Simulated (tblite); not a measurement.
C₆H₁₂BNS.
Numbering: `[NH2:1][BH:2][C:3]1([S:4][CH:5]2[CH2:6][CH2:7]2)[CH2:8][CH2:9]1` (hydrogens: H10, H11 on N1; H12 on B2; H13 on C5; H14, H15 on C6; H16, H17 on C7; H18, H19 on C8; H20, H21 on C9)

Computed with GFN2-xTB (tblite), gas phase: L-BFGS steps from a force-field or distance-geometry start until the largest atomic force falls under 0.01 eV/Å.

Step 154: E = -716.7061 eV
```
atom  x, y, z in Å  |  force x, y, z in eV/Å
N1     -1.7611   -1.5463    1.4049   -0.025   0.121  -0.074
B2     -1.6854   -0.9838    0.1450    0.021  -0.070   0.112
C3     -1.0304    0.4396    0.0063    0.031  -0.014  -0.029
S4      0.2469    0.8696    1.2428   -0.034   0.004  -0.005
C5      1.4570   -0.3961    0.8396   -0.017  -0.033   0.016
C6      2.1078   -0.3760   -0.5064   -0.007   0.005  -0.037
C7      2.9051   -0.0393    0.7132    0.025   0.027  -0.006
C8     -0.8718    1.1376   -1.3208    0.014   0.020   0.011
C9     -1.9110    1.6132   -0.3662    0.005  -0.026   0.030
H10    -1.3946   -1.0630    2.2138   -0.055  -0.060  -0.047
H11    -2.2370   -2.4029    1.6345    0.092   0.009  -0.036
H12    -2.1101   -1.5551   -0.7915   -0.015   0.074   0.106
H13     1.2109   -1.3553    1.2754   -0.037  -0.019  -0.001
H14     2.2650   -1.3202   -1.0042    0.051  -0.017  -0.016
H15     1.8484    0.4311   -1.1723    0.030  -0.017  -0.035
H16     3.1958    0.9904    0.8620   -0.043  -0.030   0.004
H17     3.6319   -0.7552    1.0685   -0.003   0.021   0.035
H18    -0.0077    1.7708   -1.4675   -0.040  -0.009  -0.002
H19    -1.1783    0.5978   -2.2054   -0.014   0.028   0.012
H20    -2.9529    1.4170   -0.5728    0.019  -0.025  -0.013
H21    -1.7376    2.5432    0.1552    0.002   0.012  -0.025
```

Step 155: E = -716.7082 eV
```
atom  x, y, z in Å  |  force x, y, z in eV/Å
N1     -1.7603   -1.5487    1.4032   -0.004   0.129   0.021
B2     -1.6873   -0.9815    0.1467    0.048  -0.021   0.133
C3     -1.0309    0.4416    0.0069    0.055  -0.007  -0.029
S4      0.2489    0.8706    1.2418   -0.032  -0.010  -0.021
C5      1.4569   -0.3992    0.8392   -0.024  -0.011   0.001
C6      2.1095   -0.3778   -0.5068   -0.013   0.013  -0.015
C7      2.9048   -0.0386    0.7136   -0.011   0.021   0.000
C8     -0.8723    1.1385   -1.3218    0.015   0.005   0.013
C9     -1.9093    1.6164   -0.3658   -0.004  -0.040   0.015
H10    -1.3934   -1.0685    2.2148   -0.060  -0.070  -0.072
H11    -2.2328   -2.4075    1.6315    0.085   0.010  -0.045
H12    -2.1153   -1.5506   -0.7843   -0.044   0.036   0.015
H13     1.2037   -1.3560    1.2771   -0.001  -0.012  -0.019
H14     2.2732   -1.3211   -1.0043    0.040  -0.017  -0.010
H15     1.8481    0.4280   -1.1738    0.030  -0.022  -0.029
H16     3.1894    0.9929    0.8648   -0.035  -0.045   0.001
H17     3.6329   -0.7525    1.0684    0.008   0.020   0.041
H18    -0.0070    1.7693   -1.4722   -0.045  -0.011   0.010
H19    -1.1815    0.5986   -2.2059   -0.013   0.031   0.025
H20    -2.9503    1.4155   -0.5723    0.008  -0.001  -0.009
H21    -1.7362    2.5477    0.1532   -0.002   0.003  -0.024
```

Step 156: E = -716.7113 eV
```
atom  x, y, z in Å  |  force x, y, z in eV/Å
N1     -1.7465   -1.5581    1.3988   -0.029   0.089   0.008
B2     -1.6943   -0.9736    0.1513    0.014   0.004   0.013
C3     -1.0331    0.4472    0.0087    0.065   0.014  -0.033
S4      0.2531    0.8800    1.2340   -0.003  -0.051  -0.027
C5      1.4564   -0.4008    0.8392   -0.035   0.024  -0.013
C6      2.1174   -0.3834   -0.5039   -0.021   0.004  -0.001
C7      2.9053   -0.0372    0.7193   -0.069  -0.008   0.018
C8     -0.8789    1.1384   -1.3246   -0.012  -0.046   0.015
C9     -1.9085    1.6243   -0.3654   -0.011  -0.073  -0.009
H10    -1.3699   -1.0916    2.2109   -0.018  -0.038   0.006
H11    -2.2190   -2.4189    1.6168    0.071  -0.007  -0.019
H12    -2.1547   -1.5276   -0.7765   -0.004   0.060   0.044
H13     1.1875   -1.3530    1.2802    0.061   0.010  -0.041
H14     2.2909   -1.3279   -0.9977    0.020   0.002   0.011
H15     1.8578    0.4187   -1.1760    0.025  -0.019  -0.031
H16     3.1824    0.9960    0.8711   -0.026  -0.044  -0.002
H17     3.6343   -0.7469    1.0797    0.017   0.009   0.046
H18    -0.0126    1.7627   -1.4857   -0.003   0.017   0.018
H19    -1.1955    0.5928   -2.2025   -0.016   0.035   0.016
H20    -2.9482    1.4157   -0.5686   -0.016   0.040   0.002
H21    -1.7330    2.5603    0.1450   -0.011  -0.023  -0.021
```

**Question.** Estimate the geometry and energy of step 157. (The exact step hangs on the optimiser's Hessian estimate; all steps are aligned on step 156, rigid shifts and turns removed.)

**Answer.** E = -716.7134 eV, largest force 0.119 eV/Å
```
atom  x, y, z in Å  |  force x, y, z in eV/Å
N1     -1.7355   -1.5636    1.3989    0.008   0.115   0.028
B2     -1.6984   -0.9683    0.1567    0.005   0.028   0.013
C3     -1.0372    0.4515    0.0114    0.044   0.034  -0.034
S4      0.2519    0.8872    1.2306    0.024  -0.062  -0.023
C5      1.4517   -0.3989    0.8353   -0.038   0.024  -0.012
C6      2.1207   -0.3850   -0.5044   -0.014   0.000   0.009
C7      2.9026   -0.0398    0.7233   -0.081  -0.020   0.021
C8     -0.8806    1.1378   -1.3239   -0.018  -0.044   0.021
C9     -1.9119    1.6283   -0.3691    0.005  -0.080  -0.016
H10    -1.3461   -1.1085    2.2114   -0.019  -0.030   0.003
H11    -2.2020   -2.4273    1.6126    0.039  -0.048  -0.008
H12    -2.1764   -1.5116   -0.7664   -0.012   0.037   0.010
H13     1.1727   -1.3500    1.2740    0.088   0.025  -0.050
H14     2.2972   -1.3314   -0.9950    0.004   0.021   0.021
H15     1.8697    0.4164   -1.1810    0.022  -0.024  -0.021
H16     3.1802    0.9931    0.8757   -0.026  -0.040   0.000
H17     3.6295   -0.7494    1.0890    0.005   0.009   0.040
H18    -0.0130    1.7596   -1.4834    0.014   0.029   0.008
H19    -1.1959    0.5906   -2.2000   -0.021   0.021  -0.010
H20    -2.9505    1.4183   -0.5770   -0.015   0.042   0.016
H21    -1.7379    2.5680    0.1353   -0.013  -0.037  -0.014
```

The energy changes by -0.0021 eV. The first-order estimate −F·Δx gives -0.0027 eV and the mean of the old and new forces, exact on a quadratic surface, -0.0021 eV. The step makes an angle of 80° with the force vector and moves no atom by more than 0.029 Å.

The cost below is that of the whole relaxation. Time: 3.4 s wall. Hardware: an Arm Neoverse N1 with one thread, shared host with 64 logical CPUs at a one-minute load of 60.
